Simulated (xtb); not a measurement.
xtb input (GFN1-xTB):

```bash
xtb mol.xyz --gfn 1 --sp --chrg -1 --uhf 0
```
mol.xyz:
```
11

C     -2.68756691    -1.09566185    -0.09974255
C     -1.25910703    -0.59699851    -0.05694053
C     -0.98962237     0.74995298     0.10401276
Se     0.93219675     0.84925418     0.09185116
C      1.08270908    -1.02300875    -0.13850754
C     -0.17350162    -1.54020536    -0.18574707
H     -3.36842223    -0.25057897     0.01197747
H     -2.90416236    -1.81420079     0.70312277
H     -2.92626130    -1.60074915    -1.04616545
H      2.01454494    -1.56549111    -0.21647430
H     -0.34785558    -2.60809300    -0.31385023
```

End of the output:

```
         :::::::::::::::::::::::::::::::::::::::::::::::::::::
         ::                     SUMMARY                     ::
         :::::::::::::::::::::::::::::::::::::::::::::::::::::
         :: total energy             -16.727502256737 Eh    ::
         :: gradient norm              0.043198876757 Eh/a0 ::
         :: HOMO-LUMO gap              2.818885499855 eV    ::
         ::.................................................::
         :: SCC energy               -16.925846022727 Eh    ::
         :: -> electrostatic           0.116749853091 Eh    ::
         :: repulsion energy           0.203021215130 Eh    ::
         :: dispersion energy         -0.004677449140 Eh    ::
         :: halogen bond corr.         0.000000000000 Eh    ::
         :: add. restraining           0.000000000000 Eh    ::
         :: total charge              -1.000000000000 e     ::
         :::::::::::::::::::::::::::::::::::::::::::::::::::::

           -------------------------------------------------
          |                Property Printout                |
           -------------------------------------------------

    * Orbital Energies and Occupations

         #    Occupation            Energy/Eh            Energy/eV
      -------------------------------------------------------------
         1        2.0000           -0.6534644             -17.7817
       ...           ...                  ...                  ...
         4        2.0000           -0.3879880             -10.5577
         5        2.0000           -0.3661711              -9.9640
         6        2.0000           -0.3352002              -9.1213
         7        2.0000           -0.3351417              -9.1197
         8        2.0000           -0.3324110              -9.0454
         9        2.0000           -0.3014784              -8.2036
        10        2.0000           -0.2685704              -7.3082
        11        2.0000           -0.2519807              -6.8567
        12        2.0000           -0.2460677              -6.6958
        13        2.0000           -0.2138521              -5.8192
        14        2.0000           -0.1708408              -4.6488
        15        2.0000           -0.1592760              -4.3341
        16        2.0000           -0.1275070              -3.4696 (HOMO)
Note: The following floating-point exceptions are signalling: IEEE_DENORMAL
normal termination of xtb
        17                         -0.0239149              -0.6508 (LUMO)
        18                          0.0277109               0.7541
        19                          0.0464822               1.2648
        20                          0.0524042               1.4260
        21                          0.0823244               2.2402
        22                          0.0987761               2.6878
        23                          0.1100783               2.9954
        24                          0.1141884               3.1072
        25                          0.1300294               3.5383
        26                          0.2074173               5.6441
        27                          0.2122739               5.7763
       ...                                ...                  ...
        39                          0.8494980              23.1160
      -------------------------------------------------------------
                  HL-Gap            0.1035921 Eh            2.8189 eV
             Fermi-level           -0.0757109 Eh           -2.0602 eV

  Mulliken/CM5 charges         n(s)   n(p)   n(d)
     1C    -0.07985 -0.22169   1.000  3.080  0.000
     2C    -0.02298 -0.03683   1.065  2.958  0.000
     3C    -0.47542 -0.48202   1.434  3.041  0.000
     4Se   -0.02165 -0.01288   1.949  4.076 -0.004
     5C    -0.14839 -0.20599   1.073  3.075  0.000
     6C    -0.09947 -0.15251   1.059  3.040  0.000
     7H    -0.01523  0.03738   1.015  0.000  0.000
     8H    -0.02466  0.02609   1.025  0.000  0.000
     9H    -0.02466  0.02609   1.025  0.000  0.000
    10H    -0.04419  0.01058   1.044  0.000  0.000
    11H    -0.04351  0.01179   1.044  0.000  0.000

Wiberg/Mayer (AO) data.
largest (>0.10) Wiberg bond orders for each atom

 ---------------------------------------------------------------------------
     #   Z sym  total        # sym  WBO       # sym  WBO       # sym  WBO
 ---------------------------------------------------------------------------
     1   6 C    3.982 --     2 C    0.990     7 H    0.987     9 H    0.983
                             8 H    0.983
     2   6 C    3.954 --     3 C    1.652     6 C    1.227     1 C    0.990
     3   6 C    3.079 --     2 C    1.652     4 Se   1.176     5 C    0.156
     4  34 Se   2.416 --     3 C    1.176     5 C    1.096
     5   6 C    3.959 --     6 C    1.668     4 Se   1.096    10 H    0.987
                             3 C    0.156
     6   6 C    3.981 --     5 C    1.668     2 C    1.227    11 H    0.970
     7   1 H    1.036 --     1 C    0.987
     8   1 H    1.018 --     1 C    0.983
     9   1 H    1.018 --     1 C    0.983
    10   1 H    1.009 --     5 C    0.987
    11   1 H    1.006 --     6 C    0.970
 ---------------------------------------------------------------------------

Topologies differ in total number of bonds
Writing topology from bond orders to xtbtopo.mol

 dipole moment from electron density (au)
     X       Y       Z
   1.5058  -0.3796  -0.0653  total (Debye):    3.951

           -------------------------------------------------
          | TOTAL ENERGY              -16.727502256737 Eh   |
          | GRADIENT NORM               0.043198876757 Eh/α |
          | HOMO-LUMO GAP               2.818885499855 eV   |
           -------------------------------------------------

------------------------------------------------------------------------
------------------------------------------------------------------------
 total:
 SCF:
```

It need not be the lowest isomer of its formula. Whether it binds its extra electron was not tested at this geometry.
